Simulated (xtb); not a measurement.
xtb input (GFN2-xTB):

```bash
xtb mol.xyz --gfn 2 --sp --chrg -1 --uhf 0
```
mol.xyz:
```
9

C     -1.65374556     0.18441749    -0.09127627
N     -0.42156034    -0.50518255    -0.39285126
Si     1.11719988     0.11703403     0.39379637
H     -1.76278184     1.18704277    -0.55378435
H     -1.71206043     0.34233596     0.99163078
H     -2.54168744    -0.39783631    -0.38883917
H     -0.34324008    -0.65293661    -1.39195599
H      2.05652812    -0.92282188    -0.25345930
H      1.53583909     1.23551266    -0.61912475
```

End of the output:

```
         :::::::::::::::::::::::::::::::::::::::::::::::::::::
         ::                     SUMMARY                     ::
         :::::::::::::::::::::::::::::::::::::::::::::::::::::
         :: total energy              -9.957382502875 Eh    ::
         :: gradient norm              0.033983636169 Eh/a0 ::
         :: HOMO-LUMO gap              3.745048372519 eV    ::
         ::.................................................::
         :: SCC energy               -10.048734789629 Eh    ::
         :: -> isotropic ES            0.139938643062 Eh    ::
         :: -> anisotropic ES         -0.004618088527 Eh    ::
         :: -> anisotropic XC         -0.001582577557 Eh    ::
         :: -> dispersion             -0.006918734418 Eh    ::
         :: repulsion energy           0.091352286754 Eh    ::
         :: add. restraining           0.000000000000 Eh    ::
         :: total charge              -1.000000000000 e     ::
         :::::::::::::::::::::::::::::::::::::::::::::::::::::

           -------------------------------------------------
          |                Property Printout                |
           -------------------------------------------------

    * Orbital Energies and Occupations

         #    Occupation            Energy/Eh            Energy/eV
      -------------------------------------------------------------
         1        2.0000           -0.4365872             -11.8801
         2        2.0000           -0.3957447             -10.7688
         3        2.0000           -0.3560910              -9.6897
         4        2.0000           -0.3271229              -8.9015
         5        2.0000           -0.3194041              -8.6914
         6        2.0000           -0.2772891              -7.5454
         7        2.0000           -0.1957129              -5.3256
         8        2.0000           -0.1666453              -4.5347
         9        2.0000           -0.1339311              -3.6444
        10        2.0000           -0.0629744              -1.7136 (HOMO)
        11                          0.0746536               2.0314 (LUMO)
        12                          0.0810924               2.2066
Note: The following floating-point exceptions are signalling: IEEE_UNDERFLOW_FLAG IEEE_DENORMAL
normal termination of xtb
        13                          0.1945447               5.2938
        14                          0.2210394               6.0148
        15                          0.2450442               6.6680
        16                          0.3108892               8.4597
        17                          0.3221020               8.7648
        18                          0.3425927               9.3224
        19                          0.3493716               9.5069
        20                          0.4384357              11.9304
        21                          0.5068482              13.7920
       ...                                ...                  ...
        23                          0.8077087              21.9789
      -------------------------------------------------------------
                  HL-Gap            0.1376280 Eh            3.7450 eV
             Fermi-level            0.0058396 Eh            0.1589 eV

     #   Z          covCN         q      C6AA      α(0)
     1   6 C        3.702     0.046    19.958     6.388
     2   7 N        2.580    -0.452    31.884     8.386
     3  14 Si       2.590     0.113   193.479    30.529
     4   1 H        0.922    -0.059     4.327     3.253
     5   1 H        0.924    -0.021     3.442     2.901
     6   1 H        0.923    -0.052     4.141     3.182
     7   1 H        0.860     0.050     2.334     2.393
     8   1 H        0.884    -0.305    23.625     7.608
     9   1 H        0.868    -0.320    26.420     8.050

 Mol. C6AA /au·bohr⁶  :       1681.358012
 Mol. C8AA /au·bohr⁸  :      50965.677553
 Mol. α(0) /au        :         72.691032

Wiberg/Mayer (AO) data.
largest (>0.10) Wiberg bond orders for each atom

 ---------------------------------------------------------------------------
     #   Z sym  total        # sym  WBO       # sym  WBO       # sym  WBO
 ---------------------------------------------------------------------------
     1   6 C    3.994 --     2 N    1.083     5 H    0.992     6 H    0.975
                             4 H    0.970
     2   7 N    2.938 --     1 C    1.083     7 H    0.991     3 Si   0.780
     3  14 Si   2.452 --     8 H    0.853     9 H    0.846     2 N    0.780
     4   1 H    0.996 --     1 C    0.970
     5   1 H    1.000 --     1 C    0.992
     6   1 H    0.997 --     1 C    0.975
     7   1 H    0.997 --     2 N    0.991
     8   1 H    0.907 --     3 Si   0.853
     9   1 H    0.898 --     3 Si   0.846
 ---------------------------------------------------------------------------

Topologies differ in total number of bonds
Writing topology from bond orders to xtbtopo.mol

molecular dipole:
                 x           y           z       tot (Debye)
 q only:       -1.176       0.090       0.862
   full:       -1.689       0.043      -0.516       4.490
molecular quadrupole (traceless):
                xx          xy          yy          xz          yz          zz
 q only:       -6.771      -0.146       1.270       2.114       0.842       5.501
  q+dip:       -7.323      -1.256       1.932      -2.068       0.182       5.391
   full:       -4.834      -1.290       1.996      -1.004      -0.033       2.839

           -------------------------------------------------
          | TOTAL ENERGY               -9.957382502875 Eh   |
          | GRADIENT NORM               0.033983636169 Eh/α |
          | HOMO-LUMO GAP               3.745048372519 eV   |
           -------------------------------------------------

------------------------------------------------------------------------
------------------------------------------------------------------------
 total:
 SCF:
```

It need not be the lowest isomer of its formula. Whether it binds its extra electron was not tested at this geometry.
